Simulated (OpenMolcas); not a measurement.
**Lines of Se⁺: computed and rescaled rates**

```
Program             : OpenMolcas
Method              : SS-CASPT2, IPEA 0.25 Eh, imaginary shift 0.1 Eh (closed shells correlated: 3d)
Basis               : ANO-RCC [9s8p6d4f2g]
Scalar Hamiltonian  : DKH2, point nucleus
Active space        : 5 electrons in 8 orbitals (4s 4p 5s 5p)
State averaging     : 2S+1 = 4 odd, 1 root; 2S+1 = 2 odd, 8 roots; 2S+1 = 4 even, 3 roots; 2S+1 = 2 even, 9 roots
Spin-orbit coupling : RASSI with atomic mean-field integrals over the reference wave functions, term energies averaged over their components
```

Rates come from the transition moments of the reference wave functions (E1 and E2 in the length form). At fixed line strength A goes as λ^-3 for E1 and M1 and as λ^-5 for E2, so a rate at the computed wavelength can be rescaled to the measured one. Measured vacuum wavelengths follow from level energies in NIST Handbook of Basic Atomic Spectroscopic Data. Branching counts decays inside the model space alone, at computed energies, and the table is only a selection of the E2 and M1 lines, drawn from those between levels with measured partners whose computed energy lies within a factor of 1.5 of the measured one.

```tsv
Upper	Lower	Type	λ computed (nm)	λ measured (nm)	A computed (s-1)	A rescaled (s-1)	Branching %
4s2 4p3 2D* 5/2	4s2 4p3 2D* 3/2	M1	19480	16230	1.40e-03	2.42e-03	9.9
4s2 4p3 2P* 1/2	4s2 4p3 2D* 5/2	E2	1063	1081	1.12e-01	1.03e-01	4.1
4s2 4p3 2P* 1/2	4s2 4p3 2D* 3/2	M1	1008	1013	7.83e-01		28.4
4s2 4p3 2P* 1/2	4s2 4p3 2D* 3/2	E2	1008	1013	2.12e-01	2.07e-01	7.7
4s2 4p3 2P* 3/2	4s2 4p3 2D* 5/2	M1	998.7	989.1	7.37e-01		11.6
4s2 4p3 2P* 3/2	4s2 4p3 2D* 5/2	E2	998.7	989.1	2.56e-01	2.69e-01	4.0
4s2 4p3 2P* 3/2	4s2 4p3 2D* 3/2	M1	949.9	932.3	1.49e+00		23.6
4s2 4p3 2P* 3/2	4s2 4p3 2D* 3/2	E2	949.9	932.3	1.19e-01	1.31e-01	1.9
4s2 4p3 2D* 3/2	4s2 4p3 4S* 3/2	M1	714.9	759.4	1.88e-01		97.8
4s2 4p3 2D* 3/2	4s2 4p3 4S* 3/2	E2	714.9	759.4	4.14e-03		2.2
4s2 4p3 2D* 5/2	4s2 4p3 4S* 3/2	E2	689.6	725.5	7.61e-03		54.0
4s2 4p3 2D* 5/2	4s2 4p3 4S* 3/2	M1	689.6	725.5	5.08e-03		36.0
4s2 4p3 2P* 1/2	4s2 4p3 4S* 3/2	M1	418.3	434.1	1.65e+00		59.7
4s2 4p3 2P* 3/2	4s2 4p3 4S* 3/2	M1	407.9	418.5	3.73e+00		58.9
```

Spin-changing lines and M1 lines between different terms are not rescaled, since their strength hangs on the term gaps too.

The largest correction is for 4s2 4p3 2D* 5/2 → 4s2 4p3 2D* 3/2 (M1): 1.40e-03 × (19480 / 16230)^3 = 2.42e-03 s-1, a factor of 1.73.

No measured rate stands beside these. Rescaling mends the energy factor alone: line strengths can still be far off where a level mixes with configurations outside the active space, and weak or spin-changing lines hang on small mixing coefficients that depend on the term gaps too, so rescaling need not improve them.

CASPT2 breaks the degeneracy within a term, and the mean is taken; among the terms shown or strongly mixed into the levels shown the widest spread is 100 cm-1 (4s2 4p3 2D*). Over all roots computed the reference weight is 0.83 to 0.95; the roots of lowest weight are the least certain, and an intruder state may touch them. Active for correlation alone: 5p 5s; no level in the range computed is led by a configuration that fills them, so any true level of that kind is missing. Measured partners are found by configuration, term and J. A level has none where our copy of the source lacks it or the pairing is in doubt (some pairs that miss far off the trend of their configuration count as doubtful). Only configurations of the active space appear.

* marks odd parity.
